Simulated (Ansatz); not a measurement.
Ge3Sb2⁻, 5 atoms. Hardware: 4 threads of Arm Neoverse V1 on a shared host.

In the def2 sets Sb takes a core potential; there is no spin–orbit coupling. Correlated methods freeze 35 core orbitals; core or outer-core shells of Sb, Ge are correlated, in sets that lack core-valence functions.

(1) How many basis functions does each of these Ansatz runs have, and roughly what does it cost? BHLYP-D4/def2-TZVPD, charge -1 doublet, energy, from earlier orbitals; r2SCAN-D4/def2-SVPD, charge -1 doublet, relaxation, 6 steps; PBE0-D4/def2-TZVPD, charge -1 doublet, energy, from earlier orbitals; PBE-D4/def2-SVP, charge -1 doublet, energy with a search over starts; RPA@PBE/def2-TZVPD, charge -1 doublet, energy, from earlier orbitals; MP2/def2-TZVPD, charge -1 doublet, energy, from earlier orbitals; HF/STO-3G, charge -1 doublet, energy; B97M-V/def2-TZVPD, charge -1 doublet, energy, from earlier orbitals; r2SCAN-D4/def2-TZVPD, charge -1 doublet, energy, from earlier orbitals; PBE-D4/def2-TZVPD, charge -1 doublet, energy and forces, from earlier orbitals; B2PLYP/def2-TZVPD, charge -1 doublet, energy, from earlier orbitals.

Results:

(1) Other jobs shared the machine, so times can vary by a factor of up to 3. A dash marks memory too small to be measured apart from the calling script's.

```json
{"run": "HF/STO-3G, charge -1 doublet, energy", "functions": "108", "fitting or Cholesky vectors": "1081", "wall time": "4.9 s", "peak host memory (GiB)": "0.73"}
{"run": "PBE-D4/def2-SVP, charge -1 doublet, energy with a search over starts", "functions": "148", "fitting or Cholesky vectors": "1685", "wall time": "12 s", "peak host memory (GiB)": "–"}
{"run": "PBE-D4/def2-TZVPD, charge -1 doublet, energy and forces, from earlier orbitals", "functions": "274", "fitting or Cholesky vectors": "1945", "wall time": "14 s", "peak host memory (GiB)": "0.7"}
{"run": "BHLYP-D4/def2-TZVPD, charge -1 doublet, energy, from earlier orbitals", "functions": "274", "fitting or Cholesky vectors": "2046", "wall time": "25 s", "peak host memory (GiB)": "1.6"}
{"run": "r2SCAN-D4/def2-TZVPD, charge -1 doublet, energy, from earlier orbitals", "functions": "274", "fitting or Cholesky vectors": "1945", "wall time": "27 s", "peak host memory (GiB)": "0.8"}
{"run": "PBE0-D4/def2-TZVPD, charge -1 doublet, energy, from earlier orbitals", "functions": "274", "fitting or Cholesky vectors": "2046", "wall time": "28 s", "peak host memory (GiB)": "1.6"}
{"run": "RPA@PBE/def2-TZVPD, charge -1 doublet, energy, from earlier orbitals", "functions": "274", "fitting or Cholesky vectors": "2046", "wall time": "29 s", "peak host memory (GiB)": "1.2"}
{"run": "MP2/def2-TZVPD, charge -1 doublet, energy, from earlier orbitals", "functions": "274", "fitting or Cholesky vectors": "2046", "wall time": "36 s", "peak host memory (GiB)": "1.6"}
{"run": "B2PLYP/def2-TZVPD, charge -1 doublet, energy, from earlier orbitals", "functions": "274", "fitting or Cholesky vectors": "2046", "wall time": "36 s", "peak host memory (GiB)": "1.6"}
{"run": "B97M-V/def2-TZVPD, charge -1 doublet, energy, from earlier orbitals", "functions": "274", "fitting or Cholesky vectors": "1945", "wall time": "48 s", "peak host memory (GiB)": "1"}
{"run": "r2SCAN-D4/def2-SVPD, charge -1 doublet, relaxation, 6 steps", "functions": "178", "fitting or Cholesky vectors": "1955", "wall time": "71 s", "peak host memory (GiB)": "–"}
```
